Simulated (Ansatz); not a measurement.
Gas-phase reaction in SMILES: C[Si](C)(C)CO + 5 [H][H] (H2) -> 4 C (CH4) + O (H2O) + [SiH4] (SiH4)
Each molecule is optimised on its own at B3LYP-D3(BJ)/def2-TZVP (Ansatz, a quantum-chemistry and plane-wave program), one conformer each, not searched for the lowest.

Wanted: energy of full hydrogenation (electronic energy difference), in eV. Cores are frozen in the correlated levels unless marked. Spin-orbit coupling is left out. No relativistic terms. CBS marks a two-point X^-3 extrapolation of the correlation energy; Hartree-Fock from the larger set. The bracket is a focal-point correction in the basis named.

```tsv
level	program	energy of full hydrogenation (eV)
PBE/def2-TZVPD	Ansatz	-2.53
B3LYP-D4/def2-TZVPD	Ansatz + dftd4	-2.48
PBE0/def2-SVP	Ansatz	-2.73
PBE0/def2-QZVPP	Ansatz	-2.70
r2SCANh/def2-TZVPD	Ansatz	-2.45
r2SCAN0/def2-TZVPD	Ansatz	-2.54
HSE06-D4/def2-TZVPD	Ansatz + dftd4	-2.44
B2GP-PLYP-D3(BJ)/def2-TZVPD	Ansatz + dftd3	-2.41
B2PLYP-D4/def2-TZVPD	Ansatz + dftd4	-2.46
RI-MP2/aug-cc-pV(Q+d)Z	Ansatz	-2.27
RI-MP2/cc-pV(Q+d)Z	Ansatz	-2.29
RI-MP2/CBS(cc-pV(T+d)Z,cc-pV(Q+d)Z)	Ansatz	-2.25
CCSD(T)/cc-pwCVTZ	Ansatz	-2.49
RI-MP2/CBS(cc-pV(T+d)Z,cc-pV(Q+d)Z)+[CCSD(T)-MP2]/cc-pV(D+d)Z	Ansatz	-2.46
CCSD(T)/CBS(cc-pV(T+d)Z,cc-pV(Q+d)Z)	Ansatz	-2.41
```
